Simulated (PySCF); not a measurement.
Ionisation energy of Ti⁺ by level of theory

Ti⁺ [Ar] 3d2 4s1 (4F) → Ti²⁺ [Ar] 3d2 (3F), as a difference of total energies. Computed with PySCF 2.14 in def2-SVP (5s3p2d1f, 31 functions), with the non-relativistic Hamiltonian (point nucleus). Correlated levels: valence: [Ar] frozen. The calculations carry no spin-orbit coupling.

```csv
method,ionisation energy (eV),difference from reference (eV)
UHF,12.797,-0.778
TPSS,13.447,-0.128
B3LYP,13.711,+0.136
MP2 (valence),12.885,-0.690
SCS-MP2 (valence),12.826,-0.749
```

Reference: 13.575 eV (measured; NIST Atomic Spectra Database, ionization energies).

These non-relativistic numbers lack the scalar-relativistic shift.

The reference lies between the lowest fine-structure levels, while these numbers refer to the centres of the terms.

Errors of the correlated levels include the incompleteness of this basis and the frozen core.
